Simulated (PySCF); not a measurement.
Compound: C₄H₄F₃O₂ (doublet state).
Structure used (GFN2-xTB), in Å, numbered top down from 1:
```
atom  x, y, z in Å
C1    -1.3798    1.0267    0.4490
C2    -0.3607    0.1189   -0.2316
C3    -0.9851   -1.1874   -0.6116
O4    -1.8916   -1.4288   -1.3333
O5     0.7275   -0.0603    0.7028
C6     1.8469   -0.5588    0.2164
F7     1.7265   -1.7887   -0.3103
F8     2.7547   -0.6309    1.1787
F9     2.3780    0.1919   -0.7722
H10   -0.9112    1.9768    0.6902
H11   -1.7269    0.5627    1.3676
H12   -2.2211    1.1920   -0.2177
H13    0.0384    0.5862   -1.1459
```

The hyperfine couplings belong to this conformer and change with its torsions.

As a line formula: `C[C@H]([C]=O)OC(F)(F)F` [radical].

The calculation used PySCF, UKS B3LYP, pcH-1 on C F H O, non-relativistic, mean-field spin-orbit, GIAO. One conformer (not necessarily the lowest) at the GFN2-xTB geometry, without solvent, vibrations or thermal averaging. The geometry wasn't refined by DFT: couplings that depend on bond lengths, twists or pyramidal angles can differ widely from those at the functional's own minimum. The SCF solution wasn't tested for stability.

Problem. Predict the first-order ENDOR lines of F7/F8/F9, H13 and H10/H11/H12 under fast tumbling at B = 3358.0 mT (W band).

Solution. For S = 1/2 in fast tumbling each set of equivalent nuclei gives two lines, ν± = |νn ± a/2| to first order, with νn = g_N μN B/h and μN/h = 7.62259 MHz/T.

```csv
nuclei,isotope,g_N,νn (MHz),a_iso (MHz),lower line (MHz),upper line (MHz)
F7/F8/F9,19F,5.2577,134.58,26.63,121.27,147.90
H13,1H,5.5857,142.98,11.58,137.19,148.76
H10/H11/H12,1H,5.5857,142.98,4.54,140.70,145.25
```

Problem. Which pairs are centred on the nuclear Larmor frequency, and which on half the coupling?

Solution. Centred on νn, since |a| < 2νn: F7/F8/F9, H13 and H10/H11/H12. No pair has |a| > 2νn.

Problem. At what field would the lower line of H13 fall to zero frequency?

Solution. Where νn = |a|/2, that is B = 5.79 MHz/(5.5857 × 7.62259 MHz/T) = 136 mT, as far as first order holds there.

Means are taken over nuclei equivalent by connectivity, which assumes that they swap fast. The three 19F nuclei of mean +26.6 MHz run from 3.4 to 72.8 MHz in the frozen geometry. The three 1H nuclei of mean +4.5 MHz run from -0.4 to 13.4 MHz in the frozen geometry.
